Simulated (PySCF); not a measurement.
Orbital picture of LiBi⁻

ωB97X at R = 2.834 Å; Li def2-SVPD, Bi def2-SVPD with ECP60; scalar-relativistic core potentials (PySCF 2.14). State: ⁴Σ⁻ (quartet), unpaired electrons σ ↑, π ↑↑. Only the outer orbitals are listed, counted within each symmetry, core potentials removing the inner ones.

```tsv
spin	orbital	occ.	ε (eV)	on Li (%)	main shells (%)
α	5σ	1	-14.10	0	100 Bi s
α	3π	1	-3.36	3	96 Bi p
α	3π	1	-3.36	3	96 Bi p
α	6σ	1	-3.30	16	84 Bi p, 14 Li s
α	7σ	1	-0.66	90	50 Li s, 40 Li p
α	4π	0	4.24	101	101 Li p
α	4π	0	4.24	101	101 Li p
β	5σ	1	-12.41	0	100 Bi s
β	6σ	1	-2.74	22	78 Bi p, 16 Li s
β	3π	0	2.77	8	92 Bi p
β	3π	0	2.77	8	92 Bi p
```

Question: Which are the highest filled and the lowest empty level, where do they sit, and how wide is the gap?

Answer: Highest filled α 7σ at -0.66 eV (in %: 50 Li s, 40 Li p); lowest empty β 3π at 2.77 eV (in %: 92 Bi p); the gap at ωB97X is 3.43 eV. An empty level above zero is unbound, and its energy depends on the basis.

| Quantity | Value |
| --- | --- |
| bond order (Mayer) | 0.81 |
| ⟨S²⟩ | 3.755 |
| charge on Li (Mulliken, basis-dependent) | -0.37 |
| charge on Li (Löwdin, basis-dependent) | -0.58 |
| dipole moment (positive dipole points towards Bi; it is taken about the centre of mass and depends on that origin) | 10.20 D |

Shares are Mulliken populations and can fall outside 0 to 100 %.

These are scalar-relativistic numbers at best; spin–orbit coupling would shift them, the dissociation energy most. The state is the lowest determinant that a PBE0 search found; another state may lie lower at other levels.
